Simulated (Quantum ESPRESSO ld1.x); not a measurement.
Q: Au I, configuration [Xe] 4f14 5d10 6p1 (not the ground configuration). Calculated with ld1.x of Quantum ESPRESSO 7.5: non-relativistic Kohn-Sham, LDA (Slater exchange, VWN5 correlation), spin-unpolarised, spherical densities, point nucleus; relativity is left out, which matters for an element this heavy. Some entries of the table are withheld. Estimate them.

orbital,occ.,eigenvalue (hartree),<1/r> (bohr^-1)
1s,2,-2683.57,78.41
2s,2,-447.951,18.45
2p,6,-430.788,(1)
3s,2,(2),(3)
3p,6,-96.7697,(4)
3d,10,-81.5743,7.038
4s,2,-22.1413,3.124
4p,6,(5),3.038
4d,10,-12.1947,(6)
4f,14,-3.54977,2.509
5s,2,-3.17783,1.295
5p,6,-2.06665,1.180
5d,10,-0.36695,0.8482
6p,1,-0.06798,0.2676

A: 
(1) 2p <1/r> (bohr^-1): 18.50
(2) 3s eigenvalue (hartree): -104.887
(3) 3s <1/r> (bohr^-1): 7.147
(4) 3p <1/r> (bohr^-1): 7.105
(5) 4p eigenvalue (hartree): -18.6416
(6) 4d <1/r> (bohr^-1): 2.856
